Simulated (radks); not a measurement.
W, configuration [Kr] 4d10 4f14 5s2 5p5.5 5d4 6s2 6d0.5 (fractional occupations, a model configuration). Method: scalar-relativistic Kohn-Sham, MS2 meta-GGA, spin-polarised, spherical densities, finite nucleus; open shells are filled with parallel spins first (spin-orbit coupling, left out, can overturn this in heavy ions); meta-GGA in the generalised Kohn-Sham scheme; Fermi nuclear charge, rms radius 5.3658 fm; computed with a radial shooting solver on a logarithmic mesh with Libxc functionals.

Local quantities along the radius. ELF = 1/(1 + alpha^2) is the electron localisation function; alpha = (tau - tau_W)/tau_unif compares the Pauli kinetic energy density with that of the uniform gas (summed over spins). tau is taken from the large components.

| r (bohr) | ELF | alpha |
|---|---|---|
| 0.002343 | 0.999 | 0.03109 |
| 0.002794 | 0.999 | 0.03462 |
| 0.003332 | 0.998 | 0.03942 |
| 0.003973 | 0.998 | 0.04604 |
| 0.004738 | 0.997 | 0.05538 |
| 0.005695 | 0.995 | 0.06964 |
| 0.006791 | 0.992 | 0.09022 |
| 0.008097 | 0.985 | 0.1221 |
| 0.009656 | 0.971 | 0.1733 |
| 0.01151 | 0.938 | 0.2581 |
| 0.01373 | 0.862 | 0.4010 |
| 0.01637 | 0.713 | 0.6348 |
| 0.01952 | 0.514 | 0.9726 |
| 0.02347 | 0.363 | 1.325 |
| 0.02798 | 0.334 | 1.413 |
| 0.03337 | 0.419 | 1.179 |
| 0.03979 | 0.576 | 0.8579 |
| 0.04744 | 0.705 | 0.6475 |
| 0.05657 | 0.743 | 0.5880 |
| 0.06746 | 0.675 | 0.6943 |
| 0.08044 | 0.497 | 1.005 |
| 0.09669 | 0.350 | 1.362 |
| 0.1153 | 0.397 | 1.232 |
| 0.1375 | 0.586 | 0.8408 |
| 0.1639 | 0.716 | 0.6297 |
| 0.1955 | 0.685 | 0.6779 |
| 0.2331 | 0.448 | 1.110 |
| 0.278 | 0.264 | 1.670 |
| 0.3315 | 0.399 | 1.228 |
| 0.3984 | 0.653 | 0.7285 |
| 0.4751 | 0.714 | 0.6335 |
| 0.5665 | 0.624 | 0.7763 |
| 0.6756 | 0.441 | 1.127 |
| 0.8056 | 0.339 | 1.396 |
| 0.9606 | 0.413 | 1.193 |
| 1.145 | 0.545 | 0.9137 |
| 1.366 | 0.566 | 0.8762 |
| 1.642 | 0.459 | 1.085 |
| 1.958 | 0.353 | 1.353 |
| 2.334 | 0.345 | 1.378 |
| 2.784 | 0.417 | 1.181 |
| 3.319 | 0.494 | 1.013 |
| 3.958 | 0.473 | 1.055 |
| 4.72 | 0.276 | 1.619 |
| 5.628 | 0.028 | 5.918 |
| 6.765 | 0.002 | 25.35 |
| 8.067 | 0.003 | 17.24 |
| 9.619 | 0.012 | 8.945 |
| 11.47 | 0.024 | 6.344 |
| 13.68 | 0.036 | 5.163 |
| 16.31 | 0.038 | 5.019 |
| 19.45 | 0.024 | 6.380 |
| 23.19 | 0.009 | 10.38 |
| 27.88 | 0.002 | 22.85 |
| 33.24 | 0.000 | 67.12 |

On this mesh the ELF has minima near r = 0.028, 0.097, 0.28, 0.81, 2.3 bohr, which separate the shells, and maxima near 0.057 (0.74), 0.16 (0.72), 0.48 (0.71), 1.4 (0.57), 3.3 (0.49).
